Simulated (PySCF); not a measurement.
Gas-phase reaction: 2 GeCl3 + CCl4 = 2 GeCl4 + CCl2

Method: PySCF energies plus ideal-gas RRHO corrections (1 bar). † marks an energy on the PBE0/def2-TZVP geometry and frequencies; other levels use their own. Open shells (unrestricted): GeCl3 (multiplicity 2); the rest are closed-shell singlets. B3LYP is the form with VWN-RPA correlation. Ge: all electrons, no relativistic terms. GeCl3: computed as isolated molecules; such fragments, hydroxides, amides, oligomers or adducts are transient or little studied in the gas.

PBE0/def2-TZVP gives ΔH°(298 K) = -170 kJ.

Q: What do LDA/def2-TZVP†, ωB97X-V/def2-TZVP†, B3LYP/def2-TZVP† give?

A: LDA/def2-TZVP†: -138 kJ; ωB97X-V/def2-TZVP†: -203 kJ; B3LYP/def2-TZVP†: -172 kJ. For scale, ΔH°(298 K) is -170 kJ at this level, -194 kJ at ωB97M-V/def2-TZVP†, and runs from -211 to -82 kJ over the 19 levels computed († marks an energy on the PBE0/def2-TZVP geometry).
